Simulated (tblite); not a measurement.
Species: C₅H₉Cl₂FSi₂.
Numbering: `[CH3:1][SiH2:2][C@@H:3]([F:4])[C:5]#[C:6][SiH2:7][CH:8]([Cl:9])[Cl:10]` (hydrogens: H11, H12, H13 on C1; H14, H15 on Si2; H16 on C3; H17, H18 on Si7; H19 on C8)

Computed with GFN2-xTB (tblite), gas phase: L-BFGS steps from a force-field or distance-geometry start until the largest atomic force falls under 0.01 eV/Å.

Step 41: E = -884.5284 eV
```
atom  x, y, z in Å  |  force x, y, z in eV/Å
C1     -1.8367    2.0565    0.0456    0.010  -0.002   0.011
Si2    -2.1558    0.9331    1.5297    0.030  -0.078   0.025
C3     -1.7837   -0.8858    0.9438    0.020  -0.022  -0.016
F4     -2.6182   -1.1554   -0.1412    0.036  -0.003  -0.012
C5     -0.4025   -1.0636    0.5782   -0.061   0.027   0.030
C6      0.7600   -1.1600    0.2629    0.001  -0.021  -0.009
Si7     2.5267   -1.4068   -0.1918   -0.082  -0.003   0.000
C8      2.6967   -0.5652   -1.9225    0.022   0.059   0.014
Cl9     2.3570    1.1724   -1.7494   -0.017  -0.026  -0.032
Cl10    4.3443   -0.7822   -2.5602   -0.036  -0.010   0.023
H11    -2.4217    1.7448   -0.8155   -0.019  -0.012  -0.019
H12    -2.0958    3.0862    0.2680   -0.001   0.045   0.002
H13    -0.7891    2.0292   -0.2426    0.035   0.001  -0.017
H14    -1.2477    1.1678    2.6554    0.003   0.021   0.012
H15    -3.5555    0.9369    1.9664    0.006  -0.006  -0.027
H16    -2.0522   -1.6261    1.7071   -0.002   0.033   0.018
H17     3.4189   -0.7069    0.7292   -0.004  -0.015  -0.030
H18     2.8301   -2.8239   -0.3857    0.048  -0.013   0.002
H19     2.0157   -0.9416   -2.6851    0.014   0.025   0.024
```

Step 42: E = -884.5293 eV
```
atom  x, y, z in Å  |  force x, y, z in eV/Å
C1     -1.8319    2.0541    0.0428    0.009  -0.006   0.020
Si2    -2.1522    0.9315    1.5287    0.015  -0.029   0.023
C3     -1.7853   -0.8866    0.9426    0.008  -0.018  -0.001
F4     -2.6159   -1.1551   -0.1452    0.038  -0.002  -0.022
C5     -0.4032   -1.0655    0.5846   -0.025   0.009  -0.004
C6      0.7587   -1.1652    0.2677   -0.012  -0.017  -0.007
Si7     2.5253   -1.4066   -0.1901   -0.057  -0.005  -0.011
C8      2.6931   -0.5616   -1.9215    0.000   0.024   0.041
Cl9     2.3467    1.1736   -1.7456   -0.004  -0.019  -0.037
Cl10    4.3402   -0.7780   -2.5615   -0.051   0.004   0.025
H11    -2.4174    1.7422   -0.8188   -0.003  -0.004   0.002
H12    -2.0900    3.0849    0.2651    0.007   0.021  -0.006
H13    -0.7833    2.0243   -0.2438    0.013   0.007  -0.018
H14    -1.2427    1.1651    2.6546   -0.005   0.017   0.000
H15    -3.5520    0.9410    1.9671    0.016  -0.008  -0.030
H16    -2.0594   -1.6245    1.7051   -0.004   0.011   0.034
H17     3.4142   -0.7014    0.7316   -0.011  -0.028  -0.040
H18     2.8356   -2.8229   -0.3892    0.040   0.012   0.011
H19     2.0098   -0.9400   -2.6817    0.028   0.029   0.021
```

Step 43: E = -884.5299 eV
```
atom  x, y, z in Å  |  force x, y, z in eV/Å
C1     -1.8276    2.0519    0.0410    0.008  -0.005   0.019
Si2    -2.1487    0.9294    1.5283    0.002   0.020   0.010
C3     -1.7866   -0.8878    0.9413   -0.009  -0.009   0.013
F4     -2.6144   -1.1544   -0.1485    0.033  -0.004  -0.027
C5     -0.4045   -1.0667    0.5878    0.008  -0.009  -0.022
C6      0.7572   -1.1687    0.2707   -0.025  -0.013  -0.004
Si7     2.5232   -1.4063   -0.1887   -0.023  -0.009  -0.016
C8      2.6897   -0.5583   -1.9196   -0.020  -0.006   0.050
Cl9     2.3378    1.1744   -1.7428    0.002   0.001  -0.035
Cl10    4.3354   -0.7738   -2.5625   -0.047   0.011   0.026
H11    -2.4135    1.7394   -0.8211    0.011   0.004   0.023
H12    -2.0849    3.0839    0.2622    0.015  -0.007  -0.011
H13    -0.7782    2.0203   -0.2452   -0.009   0.011  -0.015
H14    -1.2382    1.1634    2.6538   -0.008   0.012  -0.005
H15    -3.5487    0.9441    1.9672    0.021  -0.011  -0.030
H16    -2.0646   -1.6236    1.7037   -0.005  -0.006   0.039
H17     3.4115   -0.6981    0.7324   -0.017  -0.034  -0.043
H18     2.8401   -2.8218   -0.3896    0.032   0.029   0.014
H19     2.0052   -0.9380   -2.6779    0.030   0.025   0.015
```

**Question.** Estimate the geometry and energy of step 44. (The exact step hangs on the optimiser's Hessian estimate; all steps are aligned on step 43, rigid shifts and turns removed.)

**Answer.** E = -884.5306 eV, largest force 0.064 eV/Å
```
atom  x, y, z in Å  |  force x, y, z in eV/Å
C1     -1.8206    2.0481    0.0385    0.008  -0.001   0.012
Si2    -2.1436    0.9274    1.5279   -0.006   0.059  -0.007
C3     -1.7889   -0.8897    0.9394   -0.022   0.001   0.025
F4     -2.6130   -1.1527   -0.1538    0.026  -0.007  -0.023
C5     -0.4067   -1.0692    0.5903    0.029  -0.026  -0.029
C6      0.7552   -1.1731    0.2745   -0.032  -0.011  -0.005
Si7     2.5206   -1.4055   -0.1862    0.012  -0.014  -0.014
C8      2.6835   -0.5540   -1.9155   -0.036  -0.028   0.045
Cl9     2.3246    1.1757   -1.7381    0.006   0.027  -0.028
Cl10    4.3265   -0.7657   -2.5644   -0.032   0.015   0.026
H11    -2.4067    1.7348   -0.8240    0.022   0.010   0.041
H12    -2.0764    3.0817    0.2571    0.020  -0.031  -0.012
H13    -0.7706    2.0141   -0.2475   -0.027   0.013  -0.010
H14    -1.2312    1.1606    2.6518   -0.009   0.008  -0.005
H15    -3.5432    0.9489    1.9677    0.020  -0.013  -0.028
H16    -2.0714   -1.6237    1.7015   -0.006  -0.018   0.033
H17     3.4082   -0.6943    0.7333   -0.019  -0.035  -0.040
H18     2.8460   -2.8194   -0.3879    0.024   0.037   0.013
H19     1.9980   -0.9350   -2.6718    0.021   0.015   0.005
```

The energy changes by -0.0007 eV. The first-order estimate −F·Δx gives -0.0009 eV and the mean of the old and new forces, exact on a quadratic surface, -0.0007 eV. The step makes an angle of 80° with the force vector and moves no atom by more than 0.014 Å.

What follows is the cost of the whole relaxation. The run took 1.4 s of wall time on one thread of an Arm Neoverse V1, no GPU, shared host.
